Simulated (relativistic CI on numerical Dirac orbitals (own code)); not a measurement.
Computed by Dirac-Coulomb-Breit CI, KLI orbitals optimised for each configuration, model QED (radiative potential, 1s self-energy scaled to tabulated hydrogen-like ionisation energies), unscaled Slater integrals (own radial code, finite nucleus).

Configuration list (outside the closed core [Ar]): 3d10 4s, 3d10 4p, 3d10 4d, 3d10 4f, 3d10 5s, 3d10 5p, 3d10 5d, 3d10 5f, 3d10 5g, 3d10 6s, 3d10 6p, 3d9 4s2, 3d10 6d, 3d10 6f, 3d9 4s 4p, 3d10 7s, 3d9 4s 4d, 3d10 8s, 3d9 4s 4f, 3d9 4s 5s, 3d9 4s 5p, 3d9 4s 5d, 3d9 4s 5f. Double excitations out of closed p, d and f shells are left out; levels of such configurations are missing from the list, as are those of other unlisted configurations, and high levels can miss mixing partners.

At this charge energies of transitions that change n are usually good to better than 1 %, and those within a shell (Δn = 0) to a few per cent.

Outline of the computed level scheme of Hg LII. Lowest level of each configuration: 3d10 4s 2S_1/2 at 0.00 eV; 3d10 4p 2P°_1/2 at 112.68 eV; 3d10 4d 2D_3/2 at 436.59 eV; 3d10 4f 2F°_5/2 at 650.45 eV; 3d10 5s 2S_1/2 at 1216.33 eV; 3d10 5p 2P°_1/2 at 1271.47 eV; 3d10 5d 2D_3/2 at 1425.58 eV; 3d10 5f 2F°_5/2 at 1522.16 eV; 3d10 5g 2G_7/2 at 1569.64 eV.

Some strong electric-dipole decays among the lowest 16 levels: 3d10 5g 2G_9/2 → 3d10 4f 2F°_7/2 (3.5e+13 s⁻¹); 3d10 5g 2G_7/2 → 3d10 4f 2F°_5/2 (3.4e+13 s⁻¹); 3d10 5f 2F°_7/2 → 3d10 4d 2D_5/2 (1.9e+13 s⁻¹); 3d10 5f 2F°_5/2 → 3d10 4d 2D_3/2 (1.8e+13 s⁻¹); 3d10 5s 2S_1/2 → 3d10 4p 2P°_3/2 (1.1e+13 s⁻¹); 3d10 5d 2D_5/2 → 3d10 4p 2P°_3/2 (9.6e+12 s⁻¹); 3d10 5p 2P°_1/2 → 3d10 4s 2S_1/2 (7.6e+12 s⁻¹); 3d10 5p 2P°_1/2 → 3d10 4d 2D_3/2 (6.0e+12 s⁻¹).

LS names give the leading component of a level, which can be under half, so a name can repeat, a term be missing and a line seem to break the LS rules.
